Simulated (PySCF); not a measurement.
## Spectroscopy problems

Method: shielding tensors at PBE0/pcSseg-1 (GIAO), GFN2-xTB structure, in PySCF 2.14 (one computed conformer, no solvent, non-relativistic, equivalent nuclei averaged).

Referencing at the same level of theory: 1H (σ = 31.72 ppm) and 13C (σ = 186.93 ppm) against TMS. Splittings of carbon signals by F and P are missing where no couplings were computed. Where no couplings were computed, multiplicities follow the n + 1 count of equivalent neighbours, and m marks all less simple cases (inequivalent or close neighbours, rings, F or P nearby). Shifts are as computed. Against solution values, carbons near 30 ppm lie about +3 ppm off and those near 130 ppm about +5 ppm. Of 1211 compounds with measured shifts, 218 miss one by over three times the rms of a fit or turn the order of signals round; such compounds aren't used in these exercises.

Q: C$_{8}$H$_{10}$Si. 1H NMR (400 MHz, computed): δ 6.11 (m, 1H), 5.43 (m, 1H), 5.40 (m, 1H), 5.21 (m, 1H), 5.08 (m, 1H), 4.76 (m, 1H), 3.67 (m, 1H), 2.54 (m, 1H), 2.33 (m, 1H), 2.16 (d, 1H). 13C{1H} NMR (computed): δ 157.6, 148.7, 118.2, 117.3, 106.3, 88.2, 52.0, 25.7. What is it?

A: SMILES C#C[Si@@H]1CC(=C)[C@H]1C=C. The formula gives 5 degrees of unsaturation (1 ring in the answer). 8 carbon signals for 8 carbons: no two carbons are equivalent. Carbon types of the structure: 2 × C, 3 × CH, 3 × CH2, leaving 1 H on heteroatoms. δC 157.6: fully substituted alkene carbon; as expected for a trigonal carbon in a double bond. δC 148.7: alkene CH; as expected for a trigonal carbon in a double bond. δC 118.2, 117.3: terminal =CH2 carbon; an sp2 carbon of a C=C bond. δC 88.2: alkyne carbon; the triple bond shields along its axis, which puts it between sp3 and sp2 carbons.

This is the structure that produced the data.

Q: C$_{4}$H$_{11}$OPSi. 1H NMR (300 MHz, computed): δ 4.03 (m, 3H), 2.65 (m, 2H), 2.37 (m, 2H), 1.87 (m, 1H), 1.21 (m, 1H), 0.95 (m, 2H). 13C{1H} NMR (computed): δ 41.9 (CH2), 12.9 (CH2), 10.4 (CH2). Give a structure.

A: SMILES O=P1(C[SiH3])CCC1. 3 carbon signals for 4 carbons: some carbons are equivalent by symmetry or fast rotation. Carbon types of the structure: 4 × CH2, leaving 3 H on heteroatoms. δC 41.9: sp3 CH2 bonded to P. δC 10.4: sp3 CH2 in a ring; aliphatic region, no heteroatom directly attached. δH 4.03: hydrogen on a silicon bonded to C. δH 0.95: hydrogen on an sp3 CH2 bonded to P and Si.

This is the structure that produced the data.

Q: C$_{8}$H$_{10}$Si. 1H NMR (600 MHz, computed): δ 7.01 (m, 2H), 6.10 (t, 2H), 5.82 (m, 2H), 5.31 (m, 2H), 4.72 (m, 2H). 13C{1H} NMR (computed): δ 166.0 (C), 141.6 (CH), 133.8 (CH), 131.2 (CH2). Identify the compound.

A: `InChI=1S/C8H10Si/c1-3-7-5-9-6-8(7)4-2/h3-6H,1-2,9H2`. Rings plus π bonds: 5 (1 ring in the answer). 4 carbon signals for 8 carbons: some carbons are equivalent by symmetry or fast rotation. Carbon types of the structure: 2 × C, 4 × CH, 2 × CH2, leaving 2 H on heteroatoms. δC 166.0: fully substituted alkene carbon. δC 141.6, 133.8: alkene CH; an sp2 carbon of a C=C bond. δC 131.2: terminal =CH2 carbon; as expected for a trigonal carbon in a double bond. δH 7.01, 6.10: hydrogen on an alkene CH; a vinylic proton, deshielded by the sp2 carbon and the C=C anisotropy.

The data come from this structure; uniqueness wasn't tested.
